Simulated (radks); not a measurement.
Values are calculated unless marked as measured or tabulated.
Q: All-electron atom: Eu XXI in [Kr] 4d7. Level of theory: scalar-relativistic Kohn-Sham, SCAN, spin-polarised, spherical densities, finite nucleus; open shells are filled with parallel spins first (spin-orbit coupling, left out, can overturn this in heavy ions); meta-GGA in the generalised Kohn-Sham scheme; Fermi nuclear charge, rms radius 5.1115 fm (a radial shooting solver on a logarithmic mesh with Libxc functionals). Some entries of the table are withheld. Estimate them.

orbital,occ.,eigenvalue (hartree),r(max) (bohr),<1/r> (bohr^-1)
1s up,1,-1799.786,0.01420,70.22
1s down,1,-1799.781,0.01420,70.22
2s up,1,-312.9705,0.08047,16.29
2s down,1,-312.9065,0.08047,16.29
2p up,3,-280.8582,0.06515,15.23
2p down,3,-280.7983,0.06514,15.23
3s up,1,-84.48746,0.2281,5.999
3s down,1,-84.45078,0.2282,5.999
3p up,3,-74.41844,0.2238,5.642
3p down,3,-74.37381,0.2239,5.642
3d up,5,-61.03823,0.1836,5.346
3d down,5,-60.96687,0.1837,5.345
4s up,1,-31.21272,(1),2.644
4s down,1,-30.94584,(2),2.641
4p up,3,-27.68049,0.5327,(3)
4p down,3,-27.41831,0.5326,(4)
4d up,5,-22.76096,0.5413,2.273
4d down,2,-22.50392,0.5411,2.270

A: 
(1) 4s up r(max) (bohr): 0.5151
(2) 4s down r(max) (bohr): 0.5150
(3) 4p up <1/r> (bohr^-1): 2.476
(4) 4p down <1/r> (bohr^-1): 2.473
